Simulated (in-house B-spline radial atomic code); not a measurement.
Orbital energies and mean radii along the 59-electron series, configuration [Kr] 4d10 4f12 5s1. The effective charge is n√(-2ε), a non-relativistic measure. Computed with a radial B-spline atomic code at the basis-set limit: non-relativistic Hartree-Fock, average of the configuration, point nuclei.

This level leaves out relativity, spin-orbit splitting included, which matters for heavy ions.

```tsv
ion	Z	energy of 4f (Eh)	mean radius of 4f (bohr)	energy of 4s (Eh)	mean radius of 4s (bohr)	energy of 4d (Eh)	mean radius of 4d (bohr)	energy of 3p (Eh)	mean radius of 3p (bohr)	effective charge of 4f
Os17+	76	-16.626	0.49186	-35.105	0.46617	-25.118	0.47885	-104.68	0.20283	23.066
Ir18+	77	-18.318	0.47615	-37.309	0.45757	-27.062	0.46801	-109.32	0.1997	24.211
Pt19+	78	-20.078	0.46158	-39.583	0.44925	-29.074	0.45764	-114.09	0.19666	25.348
Au20+	79	-21.906	0.44803	-41.924	0.44121	-31.153	0.4477	-118.97	0.19371	26.476
```

(1) How does the screening of 4f change?

Answers

(1) Z less the effective charge goes from 52.93 at Z = 76 to 52.52 at Z = 79.
